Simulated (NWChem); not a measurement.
System: CH3F3Si; SMILES F[Si](F)(C)F

Parts of the log:

```
             Northwest Computational Chemistry Package (NWChem) 7.3.0
             --------------------------------------------------------

 C3  symmetry detected

                             Geometry "geometry" -> ""
                             -------------------------

 Output coordinates in angstroms (scale by  1.889725989 to convert to a.u.)

  No.       Tag          Charge          X              Y              Z
 ---- ---------------- ---------- -------------- -------------- --------------
    1 C                    6.0000     0.00000000     0.00000000     1.80290364
    2 Si                  14.0000     0.00000000     0.00000000    -0.02895036
    3 F                    9.0000    -0.00000021     1.48816976    -0.62881436
    4 F                    9.0000    -1.28879271    -0.74408506    -0.62881436
    5 F                    9.0000     1.28879292    -0.74408470    -0.62881436
    6 H                    1.0000     0.89389670     0.51220151     2.18862364
    7 H                    1.0000    -0.00336883    -1.03023801     2.18862364
    8 H                    1.0000    -0.89052787     0.51803650     2.18862364

 Effective nuclear repulsion energy (a.u.)     260.4914815407

      Symmetry information
      --------------------

 Group name             C3
 Group number              5
 Group order               3
 No. of unique centers     4

                                 NWChem DFT Module
                                 -----------------

 Summary of "ao basis" -> "ao basis" (spherical)
 ------------------------------------------------------------------------------
       Tag                 Description            Shells   Functions and Types
 ---------------- ------------------------------  ------  ---------------------
 C                          def2-svp                 6       14   3s2p1d
 Si                         def2-svp                 8       18   4s3p1d
 F                          def2-svp                 6       14   3s2p1d
 H                          def2-svp                 3        5   2s1p

      Symmetry analysis of basis
      --------------------------

        a          33
        e+         28
        e-         28

  Rotation of axis

            General Information
            -------------------
          SCF calculation type: DFT
          Wavefunction type:  closed shell.
          No. of atoms     :     8
          No. of electrons :    50
           Alpha electrons :    25
            Beta electrons :    25
          Charge           :     0
          Spin multiplicity:     1
          Use of symmetry is: on ; symmetry adaption is: on
          Maximum number of iterations: 150
          AO basis - number of functions:    89
                     number of shells:    41
          Convergence on energy requested:  1.00D-06
          Convergence on density requested:  1.00D-05
          Convergence on gradient requested:  5.00D-04

              XC Information
              --------------
                    Becke 1988 Exchange Functional  1.000
              Lee-Yang-Parr Correlation Functional  1.000

             Grid Information
             ----------------
          Grid used for XC integration:  medium
          Radial quadrature: Mura-Knowles
          Angular quadrature: Lebedev.
          Tag              B.-S. Rad. Rad. Pts. Rad. Cut. Ang. Pts.
          ---              ---------- --------- --------- ---------
          C                   0.70       49           8.0       434
          Si                  1.10       88           8.0       590
          F                   0.50       49          10.0       434
          H                   0.35       45           9.0       434
          Grid pruning is: on
          Number of quadrature shells:   231
          Spatial weights used:  Erf1

      Superposition of Atomic Density Guess
      -------------------------------------

 Sum of atomic energies:        -625.73872599

      Non-variational initial energy
      ------------------------------

 Total energy =    -627.098028
 1-e energy   =   -1387.975092
 2-e energy   =     500.385582
 HOMO         =      -0.448608
 LUMO         =       0.067702

      Symmetry analysis of molecular orbitals - initial
      -------------------------------------------------

  Numbering of irreducible representations:

     1 a           2 e+          3 e-

  Orbital symmetries:

     1 a           2 a           3 e+          4 e+          5 a
     6 a           7 e+          8 e+          9 a          10 a
    11 e+         12 e+         13 a          14 a          15 e+
    16 e+         17 a          18 e+         19 e+         20 e+
    21 e+         22 a          23 e+         24 e+         25 a
    26 a          27 a          28 e+         29 e+         30 e+
    31 e+         32 a          33 a          34 a          35 e+

     ---------------------------------------------
      Total Density - Mulliken Population Analysis
     ---------------------------------------------

    Atom       Charge   Shell Charges
 -----------   ------   -------------------------------------------------------
    1 C    6     6.58   1.99  0.95  0.28  2.11  1.24  0.01
    2 Si  14    12.19   2.00  1.99  0.74  0.07  5.93  0.75  0.34  0.36
    3 F    9     9.56   1.99  1.14  0.78  3.51  2.14  0.00
    4 F    9     9.56   1.99  1.14  0.78  3.51  2.14  0.00
    5 F    9     9.56   1.99  1.14  0.78  3.51  2.14  0.00
    6 H    1     0.85   0.64  0.18  0.03
    7 H    1     0.85   0.64  0.18  0.03
    8 H    1     0.85   0.64  0.18  0.03

[...]
```

Level: BLYP/def2-SVP. The geometry was optimised at PBE0/def2-SVP.

Task: Which NWChem input produces such a log?

Result: One answer among several that fit: the input that was run:
```
start job
memory heap 200 mb stack 900 mb global 1100 mb
geometry units angstroms noautoz
  C      0.000000     0.000000     1.826941
  Si     0.000000     0.000000    -0.004913
  F     -0.830306    -1.235007    -0.604777
  F      1.484700    -0.101563    -0.604777
  F     -0.654394     1.336569    -0.604777
  H     -1.027606     0.073672     2.212661
  H      0.577604     0.853097     2.212661
  H      0.450002    -0.926769     2.212661
end
basis spherical
  * library def2-svp
end
dft
  xc becke88 lyp
  iterations 150
  mulliken
end
task dft energy
```
